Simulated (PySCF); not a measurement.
C3H5ClF2O.
Atom-mapped SMILES: `[F:1][CH2:2][O:3][CH2:4][C@H:5]([F:6])[Cl:7]` (hydrogens: H8, H9 on C2; H10, H11 on C4; H12 on C5)

Method: PBE0-D3(BJ)/def2-SVP geometry optimisation, gas phase (PySCF 2.14.0); density fitting, grid level 1; the optimiser is geomeTRIC in internal coordinates, started from a GFN2-xTB structure with every atom displaced at random (about 0.01 Å).

Step 3: E = -23168.4644 eV
```
atom  x, y, z in Å  |  force x, y, z in eV/Å
F1     -2.0767   -0.3226    1.3670   -0.016  -0.019   0.039
C2     -1.5531    0.5232    0.4293    0.012  -0.042  -0.039
O3     -0.8672   -0.1835   -0.5306    0.003   0.060  -0.011
C4      0.2925   -0.8417   -0.1140   -0.008  -0.003   0.074
C5      1.4637    0.0556    0.2477    0.012  -0.002   0.025
F6      1.3097    0.5900    1.4889   -0.024  -0.003  -0.023
Cl7     1.6629    1.3710   -0.9276    0.006   0.014  -0.020
H8     -2.3787    1.0297   -0.0930    0.002   0.008   0.000
H9     -0.9147    1.2507    0.9582    0.010  -0.003  -0.001
H10     0.6041   -1.4812   -0.9509   -0.012  -0.013  -0.030
H11     0.0967   -1.4874    0.7624    0.024   0.009  -0.027
H12     2.4006   -0.5235    0.2412   -0.008  -0.005   0.012
```

Step 4: E = -23168.4657 eV
```
atom  x, y, z in Å  |  force x, y, z in eV/Å
F1     -2.0941   -0.3512    1.3507    0.023   0.021  -0.044
C2     -1.5579    0.5166    0.4361   -0.021  -0.014   0.044
O3     -0.8611   -0.1643   -0.5321   -0.002   0.011  -0.018
C4      0.2926   -0.8316   -0.1133   -0.001  -0.043   0.033
C5      1.4692    0.0577    0.2437    0.025   0.058  -0.009
F6      1.3081    0.6196    1.4713   -0.019   0.000  -0.014
Cl7     1.6937    1.3483   -0.9584    0.003  -0.019   0.017
H8     -2.3766    1.0374   -0.0825   -0.009   0.004   0.008
H9     -0.9235    1.2280    0.9907   -0.008   0.004   0.005
H10     0.6000   -1.4764   -0.9480   -0.010  -0.012  -0.026
H11     0.0885   -1.4744    0.7625    0.028   0.005  -0.005
H12     2.4009   -0.5295    0.2578   -0.009  -0.014   0.010
```

Step 5: E = -23168.4663 eV
```
atom  x, y, z in Å  |  force x, y, z in eV/Å
F1     -2.1174   -0.3924    1.3213    0.031   0.042  -0.051
C2     -1.5675    0.5095    0.4466   -0.056  -0.036   0.095
O3     -0.8531   -0.1360   -0.5318    0.033  -0.011  -0.018
C4      0.2939   -0.8174   -0.1127   -0.009  -0.040  -0.018
C5      1.4798    0.0610    0.2365    0.019   0.077  -0.053
F6      1.3093    0.6617    1.4438   -0.016   0.006  -0.005
Cl7     1.7443    1.3129   -1.0002   -0.003  -0.038   0.039
H8     -2.3803    1.0464   -0.0648   -0.001   0.004  -0.005
H9     -0.9457    1.2006    1.0394    0.002   0.008  -0.003
H10     0.5915   -1.4707   -0.9454   -0.007   0.006  -0.006
H11     0.0840   -1.4546    0.7648    0.012  -0.003   0.015
H12     2.4009   -0.5409    0.2811   -0.004  -0.016   0.010
```

Problem. Estimate the geometry and energy of step 6. (The exact step hangs on the optimiser's Hessian estimate; all steps are aligned on step 5, rigid shifts and turns removed.)

Solution. E = -23168.4668 eV, largest force 0.111 eV/Å
```
atom  x, y, z in Å  |  force x, y, z in eV/Å
F1     -2.1483   -0.4434    1.2820    0.029   0.035  -0.045
C2     -1.5795    0.4987    0.4632   -0.068  -0.026   0.084
O3     -0.8426   -0.0998   -0.5287    0.036  -0.026  -0.006
C4      0.2957   -0.7997   -0.1137   -0.015  -0.016  -0.028
C5      1.4922    0.0671    0.2253    0.017   0.039  -0.069
F6      1.3056    0.7192    1.4026   -0.002   0.009   0.009
Cl7     1.8123    1.2629   -1.0519   -0.008  -0.031   0.027
H8     -2.3814    1.0590   -0.0402    0.002   0.004  -0.004
H9     -0.9723    1.1609    1.1022    0.007   0.004  -0.004
H10     0.5801   -1.4619   -0.9446    0.001   0.015   0.010
H11     0.0800   -1.4295    0.7674    0.004  -0.004   0.015
H12     2.3979   -0.5532    0.3148    0.000  -0.004   0.010
```

The energy changes by -0.0006 eV. The first-order estimate −F·Δx gives -0.0023 eV and the mean of the old and new forces, exact on a quadratic surface, -0.0019 eV. The step makes an angle of 86° with the force vector and moves no atom by more than 0.099 Å.

The cost below is that of the whole optimisation. Hardware: an Arm Neoverse V1 with one thread, on a shared host. Cost: 80 s of wall time, 0.50 GiB resident at most.
